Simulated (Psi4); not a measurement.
C4H9Cl3Sn, triplet, at the geometry of the source list (a higher spin typed on purpose: for a closed-shell molecule this is an excited state) (all electrons, no relativity); Psi4 with M06-2X/STO-3G.

The Psi4 input:
```
memory 2 GB

molecule {
0 3
  C    -2.55570000    0.21460000    0.05930000
  C    -1.07930000    0.34140000   -0.29060000
  C    -0.31020000   -0.93140000    0.04990000
  C     1.08890000   -0.96070000   -0.48800000
  Sn    2.46520000    0.66390000    0.34860000
  Cl    2.88530000    2.37870000   -1.19710000
  Cl    1.72010000    1.73630000    2.30180000
  Cl    4.57080000   -0.20270000    0.90680000
  H    -3.03530000   -0.54530000   -0.55730000
  H    -3.06480000    1.16040000   -0.09950000
  H    -2.67630000   -0.06830000    1.10360000
  H    -0.64780000    1.17620000    0.26630000
  H    -0.97110000    0.56080000   -1.35220000
  H    -0.30980000   -1.08030000    1.13240000
  H    -0.83350000   -1.78830000   -0.39220000
  H     1.62230000   -1.87260000   -0.23250000
  H     1.13130000   -0.78260000   -1.55940000
}

set basis sto-3g
set reference uks
set scf_type pk

energy('m06-2x')
print_variables()
```

What the program printed (banner, timings and long lists left out):

```
   => Loading Basis Set <=

    Name: STO-3G
    Role: ORBITAL
    Keyword: BASIS

         ---------------------------------------------------------
                                   SCF
               by Justin Turney, Rob Parrish, Andy Simmonett
                          and Daniel G. A. Smith
                              UKS Reference
         ---------------------------------------------------------

  ==> Geometry <==

    Molecular point group: c1
    Full point group: C1

    Geometry (in Angstrom), charge = 0, multiplicity = 3:

       Center              X                  Y                   Z               Mass
    ------------   -----------------  -----------------  -----------------  -----------------
         C           -4.589673351384    -0.484682428141    -0.303979481264    12.000000000000
         C           -3.113273351384    -0.357882428141    -0.653879481264    12.000000000000
         C           -2.344173351384    -1.630682428141    -0.313379481264    12.000000000000
         C           -0.945073351384    -1.659982428141    -0.851279481264    12.000000000000
         SN           0.431226648616    -0.035382428141    -0.014679481264   119.902201630000
         CL           0.851326648616     1.679417571859    -1.560379481264    34.968852682000
         CL          -0.313873351384     1.037017571859     1.938520518736    34.968852682000
         CL           2.536826648616    -0.901982428141     0.543520518736    34.968852682000
         H           -5.069273351384    -1.244582428141    -0.920579481264     1.007825032230
         H           -5.098773351384     0.461117571859    -0.462779481264     1.007825032230
         H           -4.710273351384    -0.767582428141     0.740320518736     1.007825032230
         H           -2.681773351384     0.476917571859    -0.096979481264     1.007825032230
         H           -3.005073351384    -0.138482428141    -1.715479481264     1.007825032230
         H           -2.343773351384    -1.779582428141     0.769120518736     1.007825032230
         H           -2.867473351384    -2.487582428141    -0.755479481264     1.007825032230
         H           -0.411673351384    -2.571882428141    -0.595779481264     1.007825032230
         H           -0.902673351384    -1.481882428141    -1.922679481264     1.007825032230

  Running in c1 symmetry.

  Rotational constants: A =      0.03425  B =      0.01565  C =      0.01530 [cm^-1]
[...]
      Ntotal   =  133.9999731466 ; deviation = -2.685e-05

   @Spin Contamination Metric:   4.500737011E-03
   @S^2 Expected:                2.000000000E+00
   @S^2 Observed:                2.004500737E+00
   @S   Expected:                1.000000000E+00
   @S   Observed:                1.000000000E+00

    Orbital Energies [Eh]
    ---------------------

    Alpha Occupied:

[...]
    Alpha Virtual:

[...]
    Beta Occupied:

[...]
    Beta Virtual:

[...]
    Final Occupation by Irrep:
              A
    DOCC [    66 ]
    SOCC [     2 ]
    NA   [    68 ]
    NB   [    66 ]

  @UKS Final Energy: -7487.07706650680939

   => Energetics <=

    Nuclear Repulsion Energy =           1266.7225862957739082
    One-Electron Energy =              -12872.0202803520005546
    Two-Electron Energy =                4245.9800633189688597
    DFT Exchange-Correlation Energy =    -127.7594357695523115
    Empirical Dispersion Energy =           0.0000000000000000
    VV10 Nonlocal Energy =                  0.0000000000000000
    Total Energy =                      -7487.0770665068093876

  UHF NO Occupations:
  HONO-2 :   66  A 1.9994621
  HONO-1 :   67  A 1.0000000
  HONO-0 :   68  A 1.0000000
  LUNO+0 :   69  A 0.0005379
  LUNO+1 :   70  A 0.0004494
  LUNO+2 :   71  A 0.0004093
  LUNO+3 :   72  A 0.0003191

Computation Completed

Properties will be evaluated at   0.000000,   0.000000,   0.000000 [a0]

Properties computed using the SCF density matrix

 Multipole Moments:

 ------------------------------------------------------------------------------------
     Multipole            Electronic (a.u.)      Nuclear  (a.u.)        Total (a.u.)
 ------------------------------------------------------------------------------------

 L = 1.  Multiply by 2.5417464519 to convert [e a0] to [Debye]
 Dipole X            :         34.7273564          -36.3202131           -1.5928568
 Dipole Y            :          8.3882476           -9.9330532           -1.5448056
 Dipole Z            :          4.4511820           -5.2178182           -0.7666362
 Magnitude           :                                                    2.3476261

 ------------------------------------------------------------------------------------

  Variable Map:
  ----------------------------------------------------------------------------
[...]
  Array Variable Map:
  ----------------------------------------------------------------------------
[...]
[...]
```
